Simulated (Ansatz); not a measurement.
Relaxation of ClFGeH₂ (5 atoms, charge 0, multiplicity 1), to a largest force component of 0.02 eV/Å in at most 40 steps.

All numbers below come from Ansatz, RKS PBE/def2-SVP.

```xyz
5
Properties=species:S:1:pos:R:3
Ge 0.000 0.000 0.000
Cl 0.000 0.000 2.220
H 1.462 0.000 -0.516
H -0.730 1.265 -0.516
F -0.791 -1.371 -0.559
```

Where does it end, and by what steps?

The forces met the threshold. After 4 steps the energy has fallen by 0.136 eV; H4 moved furthest, 0.07 Å.

```json
{"step": "0", "energy less start (eV)": "0.0000", "largest force component (eV/Å)": "2.311", "accepted": "yes"}
{"step": "1", "energy less start (eV)": "-0.0988", "largest force component (eV/Å)": "0.896", "accepted": "yes"}
{"step": "2", "energy less start (eV)": "-0.1342", "largest force component (eV/Å)": "0.199", "accepted": "yes"}
{"step": "3", "energy less start (eV)": "-0.1357", "largest force component (eV/Å)": "0.029", "accepted": "yes"}
{"step": "4", "energy less start (eV)": "-0.1358", "largest force component (eV/Å)": "0.002", "accepted": "yes"}
```

```xyz
5
Properties=species:S:1:pos:R:3
Ge 0.031 0.054 -0.002
Cl 0.004 0.006 2.161
H 1.495 -0.050 -0.485
H -0.790 1.269 -0.485
F -0.799 -1.385 -0.561
```

Time of the run: 11 s on 1 thread of Arm Neoverse V1, on a shared host, peak memory 0.14 GiB.
